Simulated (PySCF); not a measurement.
# Frontier levels across methods

C2H6FPSi.
Z-matrix (Å and degrees, PBE0-D3(BJ)/def2-SVP geometry), rows numbered from 1:
```
F 
C   1  1.3669
C   2  1.5192  1  115.28
Si  3  1.8755  2   66.47  1  -112.43
P   4  2.2460  2  115.85  3  -108.54
H   2  1.0981  1  111.08  3   135.73
H   3  1.0965  2  114.44  4   109.67
H   3  1.0960  2  117.19  4  -114.46
H   4  1.4853  2  118.53  3   103.82
H   5  1.4286  4   90.54  2     9.26
H   5  1.4288  4   95.34  2   103.44
```

Basis pcSseg-2 throughout (PySCF), one geometry. The structure is a single PBE0-D3(BJ)/def2-SVP conformer in the gas phase; no vibrational or solvent corrections.

Question: How do the orbital energies, the gap and the dipole change with the method?

Answer: 
```csv
method,kind,HOMO (eV),LUMO (eV),gap (eV),μ (D),SCF cycles
BLYP,GGA,-5.64,-1.22,4.42,1.54,16
B97-D,GGA,-5.73,-1.24,4.49,1.54,16
OPBE,GGA,-5.75,-1.24,4.51,1.53,16
PBE,GGA,-5.77,-1.34,4.44,1.53,16
KT2,GGA,-5.83,-1.38,4.46,1.53,16
KT3,GGA,-5.84,-1.36,4.48,1.52,16
BP86,GGA,-5.86,-1.39,4.48,1.54,15
LDA,LDA,-5.90,-1.48,4.42,1.60,15
B97-2,global hybrid,-6.68,-0.55,6.13,1.64,14
B3LYP,global hybrid,-6.73,-0.74,5.99,1.66,13
PBE0,global hybrid,-6.93,-0.54,6.39,1.65,13
mPW1PW91,global hybrid,-6.96,-0.55,6.41,1.65,13
BHandHLYP,global hybrid,-7.99,0.29,8.27,1.80,13
CAM-B3LYP,range-separated hybrid,-8.24,0.44,8.68,1.75,13
wB97X-D,range-separated hybrid,-8.76,1.15,9.91,1.70,14
LC-wPBE,range-separated hybrid,-9.55,1.50,11.06,1.77,14
HF,Hartree–Fock,-9.60,2.29,11.88,1.96,11
```

The HOMO spans 3.96 eV, from BLYP down to HF, and the gap runs from 4.42 eV (BLYP) to 11.88 eV (HF). Over the methods BLYP (0 %), B97-D (0 %), OPBE (0 %), PBE (0 %), KT2 (0 %), KT3 (0 %), BP86 (0 %), LDA (0 %), B97-2 (21 %), B3LYP (20 %), PBE0 (25 %), mPW1PW91 (25 %), BHandHLYP (50 %), HF (100 %), a straight line through the gap against the share of exact exchange rises by 0.75 eV for each 10 % (correlation coefficient 1.000). The dipole ranges from 1.52 D (KT3) to 1.96 D (HF). This basis has no diffuse functions.
